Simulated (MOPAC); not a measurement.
Input for MOPAC: PM6 on GaGeH5 (SMILES [GaH2][GeH3]), a point of a torsion scan.

```
PM6 1SCF PRECISE CHARGE=0 THREADS=1
GaGeH5

Ga     1.41058499 1    -0.08970978 1    -0.00144243 1
Ge    -1.00847317 1     0.08049686 1     0.03189556 1
H      2.38989467 1     1.16304879 1     0.00621379 1
H      2.22337497 1    -1.45567237 1    -0.04556289 1
H     -1.55915695 1     1.41833711 1    -0.40912242 1
H     -1.75421857 1    -0.88432715 1    -0.86316348 1
H     -1.69377509 1    -0.12372583 1     1.36566004 1
```

Program output:

```
*******************************************************************************
 **                                                                           **
 **                              MOPAC v23.2.5                                **
 **                                                                           **
 *******************************************************************************
 ** MOPAC's Digital Object Identifier: https://doi.org/10.5281/zenodo.6511958 **
 **                                                                           **
 ** Please cite the open-source release paper for use of this MOPAC version:  **
 ** J. E. Moussa and J. J. P. Stewart (2026)                                  **
 ** MOPAC: An open-source semiempirical molecular orbital program             **
 ** J. Open Source Softw., 11(119), 8025, https://doi.org/10.21105/joss.08025 **
 *******************************************************************************

                              PM6 CALCULATION RESULTS

 *******************************************************************************
 *  PM6        - The PM6 Hamiltonian to be used
 *
 *
 *
 *                 CHARGE ON SYSTEM = 0
 *
 *
 *
 *  PRECISE    - TIGHTER CRITERIA TO BE USED
 *  1SCF       - DO 1 SCF AND THEN STOP
 *  THREADS=1  - MULTI-THREADING NOT USED
 *  T=         - A TIME OF 172800.0 SECONDS REQUESTED
 *  DUMP=N     - RESTART FILE WRITTEN EVERY 7200.0 SECONDS REQUESTED
 *******************************************************************************
PM6 1SCF PRECISE CHARGE=0 THREADS=1
 GaGeH5

   ATOM   CHEMICAL          X               Y               Z
  NUMBER   SYMBOL      (ANGSTROMS)     (ANGSTROMS)     (ANGSTROMS)

     1      Ga          1.41058499  *  -0.08970978  *  -0.00144243  *
     2      Ge         -1.00847317  *   0.08049686  *   0.03189556  *
     3       H          2.38989467  *   1.16304879  *   0.00621379  *
     4       H          2.22337497  *  -1.45567237  *  -0.04556289  *
     5       H         -1.55915695  *   1.41833711  *  -0.40912242  *
     6       H         -1.75421857  *  -0.88432715  *  -0.86316348  *
     7       H         -1.69377509  *  -0.12372583  *   1.36566004  *



          CARTESIAN COORDINATES

    NO.       ATOM           X           Y           Z

     1        Ga          1.4106     -0.0897     -0.0014
     2        Ge         -1.0085      0.0805      0.0319
     3         H          2.3899      1.1630      0.0062
     4         H          2.2234     -1.4557     -0.0456
     5         H         -1.5592      1.4183     -0.4091
     6         H         -1.7542     -0.8843     -0.8632
     7         H         -1.6938     -0.1237      1.3657

 General Reference for PM6:
 "Optimization of Parameters for Semiempirical Methods V: Modification of NDDO Approximations
 and Application to 70 Elements", J. J. P. Stewart, J. Mol. Mod., 13, 1173-1213 (2007)
 URL: https://link.springer.com/article/10.1007/s00894-007-0233-4

           Empirical Formula: H5 Ga Ge  =     7 atoms



      MOLECULAR POINT GROUP   :   C1


      RHF CALCULATION, NO. OF DOUBLY OCCUPIED LEVELS = 6


 -------------------------------------------------------------------------------
 PM6 1SCF PRECISE CHARGE=0 THREADS=1
 GaGeH5



     1SCF WAS SPECIFIED, SO BFGS WAS NOT USED
     SCF FIELD WAS ACHIEVED


                              PM6 CALCULATION
                                                       MOPAC v23.2.5 Linux




          FINAL HEAT OF FORMATION =         33.85527 KCAL/MOL =     141.65046 KJ/MOL


          COSMO AREA              =        111.87 SQUARE ANGSTROMS
          COSMO VOLUME            =         98.76 CUBIC ANGSTROMS

          IONIZATION POTENTIAL    =         10.881184 EV
          HOMO LUMO ENERGIES (EV) =        -10.881 -0.673
          NO. OF FILLED LEVELS    =          6
          MOLECULAR WEIGHT        =        147.3645         POINT GROUP:  C1

          MOLECULAR DIMENSIONS (Angstroms)

            Atom       Atom       Distance
            H     5    H     4     4.76442
            H     3    H     6     4.19774
            H     7    H     3     2.11278


          SCF CALCULATIONS        =          1





   ATOM   CHEMICAL          X               Y               Z
  NUMBER   SYMBOL      (ANGSTROMS)     (ANGSTROMS)     (ANGSTROMS)

     1      Ga          1.41058499  *  -0.08970978  *  -0.00144243  *
     2      Ge         -1.00847317  *   0.08049686  *   0.03189556  *
     3       H          2.38989467  *   1.16304879  *   0.00621379  *
     4       H          2.22337497  *  -1.45567237  *  -0.04556289  *
     5       H         -1.55915695  *   1.41833711  *  -0.40912242  *
     6       H         -1.75421857  *  -0.88432715  *  -0.86316348  *
     7       H         -1.69377509  *  -0.12372583  *   1.36566004  *

                             CARTESIAN COORDINATES

   1   Ga        1.410584990    -0.089709780    -0.001442430
   2   Ge       -1.008473170     0.080496860     0.031895560
   3    H        2.389894670     1.163048790     0.006213790
   4    H        2.223374970    -1.455672370    -0.045562890
   5    H       -1.559156950     1.418337110    -0.409122420
   6    H       -1.754218570    -0.884327150    -0.863163480
   7    H       -1.693775090    -0.123725830     1.365660040


           Empirical Formula: H5 Ga Ge  =     7 atoms



      MOLECULAR POINT GROUP   :   C1


                  EIGENVALUES
 -19.36437 -17.51719 -12.38040 -11.83531 -11.27478 -10.88118  -0.67280   0.61602
   2.39807   2.43778   3.40016   4.03994   4.10724


              NET ATOMIC CHARGES AND DIPOLE CONTRIBUTIONS

  ATOM NO.   TYPE          CHARGE      No. of ELECS.   s-Pop       p-Pop
    1         Ga          -0.278137        3.2781     1.35474     1.92340
    2         Ge          -0.341423        4.3414     1.19410     3.14732
    3          H           0.138732        0.8613     0.86127
    4          H           0.139262        0.8607     0.86074
    5          H           0.110431        0.8896     0.88957
    6          H           0.113198        0.8868     0.88680
    7          H           0.117936        0.8821     0.88206
 DIPOLE           X         Y         Z       TOTAL
 POINT-CHG.     0.109    -0.009     0.011     0.110
 HYBRID        -0.252     0.017     0.010     0.253
 SUM           -0.143     0.008     0.020     0.145


          ATOMIC ORBITAL ELECTRON POPULATIONS

     Atom    s        px        py        pz
    1 Ga   1.35474   0.87776   1.02754   0.01810
    2 Ge   1.19410   0.97273   1.08713   1.08746
    3  H   0.86127
    4  H   0.86074
    5  H   0.88957
    6  H   0.88680
    7  H   0.88206

 **********************
 *                    *
 * JOB ENDED NORMALLY *
 *                    *
 **********************




 == MOPAC DONE ==
```

The run finished.

Cost: very roughly 0.020 core-seconds.
